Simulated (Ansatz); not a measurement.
CHNSi, SMILES `N#C[SiH]` (lower singlet) (charge 0, multiplicity 1). This singlet lies 1.09 eV below the relaxed triplet at the level B3LYP/cc-pVTZ // PBE0-D3(BJ)/def2-TZVP (Ansatz, a program for electronic structure).

Calculation: frozen-core CCSDT(Q)/6-31g // PBE0-D3(BJ)/def2-TZVP (Ansatz).

Ansatz 0.2 input:
```yaml
crystal:
  periodic: [false, false, false]
  atoms:
    - { symbol: N, position_ang: [1.835496, -0.210206, 0.107874] }
    - { symbol: C, position_ang: [0.737702, 0.059996, -0.139783] }
    - { symbol: Si, position_ang: [-0.953527, 0.672632, -0.638456] }
    - { symbol: H, position_ang: [-1.619673, -0.522423, 0.023546] }
basis:
  gaussian: { orbitals: "6-31g" }
correlation:
  method: ccsdt_q
```

Output:

```
Functional definition: HF
732 factors; integrals over basis functions are off by at most 1.3e-7 eV
mean field evaluation 1: about -10383.6669 eV, gradient 2.7e1 eV
mean field evaluation 2: about -10383.6801 eV, gradient 2.7e1 eV
mean field evaluation 4: about -10385.9494 eV, gradient 2.7e0 eV
mean field evaluation 8: about -10385.9944 eV, gradient 5.0e-4 eV
mean field evaluation 16: about -10385.9793 eV, gradient 2.5e-1 eV
mean field evaluation 32: about -10379.9728 eV, gradient 4.4e-4 eV
mean field -10385.99442032 eV, -381.6782550669 hartree, gradient 4.8e-6 eV, S^2 0.000000; 0 other end points of the search recorded, 0 dependent functions left out; unrestricted orbitals would lower it
7 core orbitals not correlated
reference -10385.99442032 eV, -381.6782550669 hartree; 7, 7 occupied and 19, 19 virtual orbitals, 732 factors
second order -6.70284119 eV of doubles, -0.00000000 eV of singles
cycle   1  -6.55000858 eV  change    1.5e-1 eV  update   1.1e-1
cycle   2  -7.05107965 eV  change   -5.0e-1 eV  update   4.8e-2
cycle   3  -7.28465688 eV  change   -2.3e-1 eV  update   2.4e-2
cycle   4  -7.28119435 eV  change    3.5e-3 eV  update   8.0e-3
cycle   5  -7.28254855 eV  change   -1.4e-3 eV  update   4.5e-3
cycle   6  -7.28567813 eV  change   -3.1e-3 eV  update   1.5e-3
cycle   7  -7.28659037 eV  change   -9.1e-4 eV  update   8.6e-4
cycle   8  -7.28638293 eV  change    2.1e-4 eV  update   4.8e-4
cycle   9  -7.28594420 eV  change    4.4e-4 eV  update   2.3e-4
cycle  10  -7.28600357 eV  change   -5.9e-5 eV  update   1.0e-4
cycle  11  -7.28592793 eV  change    7.6e-5 eV  update   4.9e-5
cycle  12  -7.28589704 eV  change    3.1e-5 eV  update   2.1e-5
cycle  13  -7.28590650 eV  change   -9.5e-6 eV  update   9.3e-6
cycle  14  -7.28590533 eV  change    1.2e-6 eV  update   4.6e-6
cycle  15  -7.28590135 eV  change    4.0e-6 eV  update   2.4e-6
cycle  16  -7.28590219 eV  change   -8.4e-7 eV  update   1.2e-6
perturbative correction -0.04682578 eV, -0.0017208155 hartree
Total energy: -10393.32714828 eV, -381.9477278493 hartree
```
